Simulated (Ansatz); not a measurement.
Mulliken charges of C$_{2}$H$_{4}$BrGaO (`[GaH2][O]/C=C/Br`) from PBE/def2-TZVPP in Ansatz (PBE0-D4/def2-TZVP geometry).

```csv
atom,x (Å),y (Å),z (Å),charge (e)
Ga1,-0.324,0.144,-1.921,0.263
O2,-0.583,-0.903,-0.470,-0.273
C3,-0.393,-0.542,0.804,0.028
C4,0.655,0.143,1.255,-0.083
Br5,0.836,0.585,3.071,-0.071
H6,-0.037,1.643,-1.621,-0.016
H7,-0.457,-0.669,-3.236,-0.014
H8,-1.169,-0.881,1.488,0.085
H9,1.472,0.480,0.631,0.081
```

Q: By hand: the dipole of these point charges (1 e Å = 4.8032 D).

A: Σ q r = (-0.024, 0.163, -0.428) e Å, of length 0.459 e Å = 2.20 D.

Q: How does the dipole of the full density compare? (Estimate.)

A: Computed: (-0.070, 0.095, -0.506) e Å, 2.50 D; the point charges give 0.88 times that, at 11° from its direction.

Point charges leave out the atoms' own dipoles, such as those of lone pairs, and Mulliken's split depends on the basis, so the close match here is no proof of good charges.
